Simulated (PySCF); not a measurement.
Does the answer move with the share of exact exchange?

Species: CH6BNO2.
InChI=1S/CH6BNO2/c3-1-2(4)5/h4-5H,1,3H2

Torsions of this conformer, `[NH2:1][CH2:2][B:3]([OH:4])[OH:5]`: N1–C2–B3–O4 1°, H–N1–C2–B3 -58°, H–N1–C2–B3 54°, H–O4–B3–C2 180°, H–O5–B3–C2 0°.

PySCF, pcSseg-2 basis, density fitting, gas phase, PBE0-D3(BJ)/def2-SVP geometry. One functional is left out:

```json
{"functional": "B97-D", "exact exchange (%)": "0", "HOMO energy (eV)": "-5.09", "LUMO energy (eV)": "-0.38", "dipole moment (D)": "1.798"}
{"functional": "BLYP", "exact exchange (%)": "0", "HOMO energy (eV)": "-4.99", "LUMO energy (eV)": "-0.59", "dipole moment (D)": "1.818"}
{"functional": "BP86", "exact exchange (%)": "0", "HOMO energy (eV)": "-5.18", "LUMO energy (eV)": "-0.40", "dipole moment (D)": "1.814"}
{"functional": "LDA", "exact exchange (%)": "0", "HOMO energy (eV)": "-5.19", "LUMO energy (eV)": "-0.64", "dipole moment (D)": "1.856"}
{"functional": "OPBE", "exact exchange (%)": "0", "HOMO energy (eV)": "-5.02", "LUMO energy (eV)": "-0.37", "dipole moment (D)": "1.743"}
{"functional": "PBE", "exact exchange (%)": "0", "HOMO energy (eV)": "-5.08", "LUMO energy (eV)": "-0.54", "dipole moment (D)": "1.799"}
{"functional": "B3LYP", "exact exchange (%)": "20", "HOMO energy (eV)": "-6.35", "LUMO energy (eV)": "-0.13", "dipole moment (D)": "1.835"}
{"functional": "B97-2", "exact exchange (%)": "21", "HOMO energy (eV)": "-6.30", "LUMO energy (eV)": "0.26", "dipole moment (D)": "1.802"}
{"functional": "PBE0", "exact exchange (%)": "25", "HOMO energy (eV)": "-6.57", "LUMO energy (eV)": "0.23", "dipole moment (D)": "1.816"}
{"functional": "BHandHLYP", "exact exchange (%)": "50", "HOMO energy (eV)": "-8.02", "LUMO energy (eV)": "0.72", "dipole moment (D)": "1.847"}
```

Question: Predict the row of mPW1PW91 (25 % exact exchange) by straight lines through the other rows, and check it.

Answer: 
```csv
property,line,computed,computed − line,"PBE0 (25 %), for comparison"
HOMO energy (eV),-6.57,-6.60,-0.03,-6.57
LUMO energy (eV),0.15,0.22,+0.07,0.23
dipole moment (D),1.823,1.819,-0.004,1.816
```

Question: Which of these properties follows the share of exact exchange most closely, and which least?

Answer: Most closely the HOMO energy, least the dipole moment; the correlations over the tabulated rows are HOMO energy -0.998, LUMO energy 0.958, dipole moment 0.414. The HOMO energy moves by -0.588 eV for every 10 %. Functionals with the same share still differ in their other parts: at 0 % BLYP and LDA differ by 0.20 eV in it.
